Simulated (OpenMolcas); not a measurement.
neutral tin: effect of the level shift or regulariser

- Program: OpenMolcas
- Basis: ANO-RCC-VQZP [8s7p5d3f2g]
- Scalar Hamiltonian: DKH2, point nucleus
- Active space: 2 electrons in 9 orbitals (RAS2 5p; RAS3 5d 6s, at most 1 electron)
- State averaging: 2S+1 = 3 even, 3 roots; 2S+1 = 1 even, 6 roots; 2S+1 = 3 odd, 10 roots; 2S+1 = 1 odd, 8 roots
- Spin-orbit coupling: RASSI with atomic mean-field integrals over the reference wave functions, term energies averaged over their components

Methods on the same reference wave functions:
A. RASSCF
B. SS-RASPT2, IPEA 0.25 Eh, imaginary shift 0.1 Eh (closed shells correlated: 4d 5s)
C. SS-RASPT2, IPEA 0.25 Eh, real shift 0.2 Eh (closed shells correlated: 4d 5s)

Energies in cm-1 above 5s2 5p2 3P0, the measured ground level; measured values from NIST Handbook of Basic Atomic Spectroscopic Data.

```
          Level      A      B      C  Measured
    5s2 5p2 3P0    0.0    0.0    0.0       0.0
    5s2 5p2 3P1   1363   1397   1395      1692
    5s2 5p2 3P2   3086   3010   3010      3428
    5s2 5p2 1D2  10295   8380   8450      8613
    5s2 5p2 1S0  21561  19820  19900     17162
5s2 5p 6s 3P* 0  43713  42460  42550     34641
5s2 5p 6s 3P* 1  44280  42890  42990     34914
5s2 5p 6s 3P* 2  46786  45540  45630     38629
5s2 5p 6s 1P* 1  49370  47040  47190     39257
```

Deviations, from unrounded energies. A percentage is the sum of absolute deviations over the sum of measured energies, with the sign that they share, or ± where signs differ.

| Against measurement | Levels | A | B | C |
| --- | --- | --- | --- | --- |
| mean absolute deviation (cm-1) | 8 | 5400 | 4300 | 4300 |
| fine structure of the ground term (%) | 2 | -13.1 | -13.9 | -13.9 |
| other terms of the ground configuration (%) | 2 | +23.6 | ±11.2 | ±11.3 |
| other configurations (%) | 4 | +24.9 | +20.7 | +21.0 |

B, C lie about equally close to measurement and A furthest from it. The largest miss of B in the table is 5s2 5p 6s 3P* 1, by +8000 cm-1. The ranking rests on the paired levels alone, and a cruder setting can come out closer through cancelling errors.

Between B and C the level of the table that moves most is 5s2 5p 6s 1P* 1, by 150 cm-1 (lowest in B, highest in C). Moves below CASPT2's spread within the term are not significant.

The mean deviations of B to C differ by less than CASPT2's widest spread within a term (73 cm-1), so their order carries little weight.

From A to B the spin-free energies of the other terms of 5s2 5p2 shown, above 3P, scale by factors of 0.73 to 0.90.

The lowest spin-free term lies below A's lowest term by 0.496 hartree in B, 0.495 hartree in C.

Term energies are means over components that CASPT2 splits; among the terms shown or strongly mixed into the levels shown the widest spread is 73 cm-1 (5s2 5p2 1D, B). ANO sets are built for valence states and can reach diffuse excited orbitals poorly, and with the s shell closed the s pⁿ⁺¹ terms that mix with these levels are absent. With the s shell closed, the reference lacks s² → p² mixing. Some terms miss by over 15 % even with CASPT2, which points to a basis or an active space too small for the shells correlated (holds for B; C). Computed and measured levels are paired by configuration, term and J; levels that our copy of the source lacks, or whose pairing is in doubt (as where it misses far off the trend of its configuration), stay unpaired and out of the deviations. Levels of configurations outside the active space are missing. Levels that lie high or do not pair safely by name in every column are left out.

* marks odd parity.
